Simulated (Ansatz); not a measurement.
CH3AlFIO, relaxed with RKS PBE0-D4/def2-TZVP in Ansatz 0.2.0 from a PBE-D4/def2-SVP geometry. The force threshold is 0.005 eV/Å; the program also tests the step.

Total charge 0; spin multiplicity 1. I: def2 effective core potential. The bonds changed during the relaxation, so this is another structure than the one it started from.

Start:

```xyz
8

O    -0.559    1.333    1.024
C    -0.115    0.150    0.730
F     0.524   -0.400    1.750
Al   -0.223   -0.748   -1.141
I     2.119    0.372   -1.379
H    -0.243    1.627    1.916
H    -1.363   -0.005   -1.979
H    -0.141   -2.329   -0.921
```

```csv
step,energy (eV),largest force (eV/Å),largest move (Å)
1,-20541.9531,1.017,0.000
2,-20541.9771,0.425,0.052
3,-20541.9817,0.148,0.021
4,-20541.9833,0.097,0.011
5,-20541.9838,0.090,0.024
6,-20541.9843,0.020,0.006
7,-20541.9844,0.012,0.014
8,-20541.9844,0.004,0.005
```

End:

```xyz
8

O    -0.553    1.318    1.029
C    -0.125    0.151    0.734
F     0.512   -0.394    1.735
Al   -0.202   -0.739   -1.148
I     2.113    0.358   -1.401
H    -0.254    1.614    1.909
H    -1.348   -0.005   -1.956
H    -0.143   -2.302   -0.902
```

Run time 31 s (4 threads of an Arm Neoverse V1 on a shared host); peak host memory 0.55 GiB.
